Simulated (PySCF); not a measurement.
From one molecule to another.

First species: C₂H₂F₂O₂.
Structure used (PBE0-D3(BJ)/def2-SVP), in Å, numbered top down from 1:
```xyz
8
C2H2F2O2 angstrom
O     -0.277    1.694   -0.090
C      0.190    0.594   -0.059
O      1.478    0.303   -0.214
C     -0.656   -0.673    0.092
F     -1.774   -0.374    0.761
F      0.020   -1.623    0.760
H      1.945    1.144   -0.344
H     -0.926   -1.064   -0.907
```

Second species: C6H12BCl.
Numbering: `[Cl:1][CH2:2][C@H:3]1[CH2:4][BH:5][CH2:6][CH2:7][CH2:8]1` (hydrogens: H9, H10 on C2; H11 on C3; H12, H13 on C4; H14 on B5; H15, H16 on C6; H17, H18 on C7; H19, H20 on C8)

Levels: CAM-B3LYP/def2-SVPD for HOMO energy, LUMO energy, HOMO–LUMO gap and static isotropic polarisability; TDDFT CAM-B3LYP/def2-SVPD for lowest singlet excitation; TDA CAM-B3LYP/def2-SVPD for lowest triplet excitation (Tamm–Dancoff); ΔSCF CAM-B3LYP/def2-SVPD for vertical ionisation energy. Geometries: PBE0-D3(BJ)/def2-SVP. Each structure is a single optimised conformer of the isolated species, non-relativistic unless stated; the electronic structure was computed with PySCF and density fitting.

Dipoles, sizes and rotational constants follow the conformer. The torsions of the flexible species, by atom-mapped SMILES:
- `[O:1]=[C:2]([OH:3])[CH:4]([F:5])[F:6]`: O1–C2–C4–F5 -28°, H–O3–C2–O1 0°

The conformers of `ClC[C@H]1CBCCC1` aren't listed.

```csv
property,column X,column Y
HOMO energy,-10.48 eV,-9.49 eV
LUMO energy,0.09 eV,0.25 eV
HOMO–LUMO gap,10.57 eV,9.74 eV
lowest singlet excitation,5.67 eV,5.86 eV
lowest triplet excitation (Tamm–Dancoff),5.13 eV,5.37 eV
static isotropic polarisability,34.5 au,96.3 au
vertical ionisation energy,11.64 eV,10.20 eV
```

Problem. Which column belongs to which species?

Solution. Column X is the first species and column Y the second. The first has 8 atoms and 48 electrons, the second 20 and 70.

Problem. How does each property change from the first species to the second?

Solution. HOMO energy +0.99 eV; LUMO energy +0.16 eV; HOMO–LUMO gap -0.83 eV; lowest singlet excitation +0.19 eV; lowest triplet excitation (Tamm–Dancoff) +0.24 eV; static isotropic polarisability +61.8 au; vertical ionisation energy -1.44 eV.

On the first: The principal polarisabilities are 27.5, 37.4 and 38.5 au; their mean is the isotropic value. No computed singlet falls in the visible range (750 to 380 nm, 1.65 to 3.26 eV); S1 lies 2.41 eV above its blue end.

On the second: The ΔSCF ionisation energy exceeds −ε(HOMO) by 0.71 eV with CAM-B3LYP. No computed singlet falls in the visible range (750 to 380 nm, 1.65 to 3.26 eV); S1 lies 2.60 eV above its blue end.
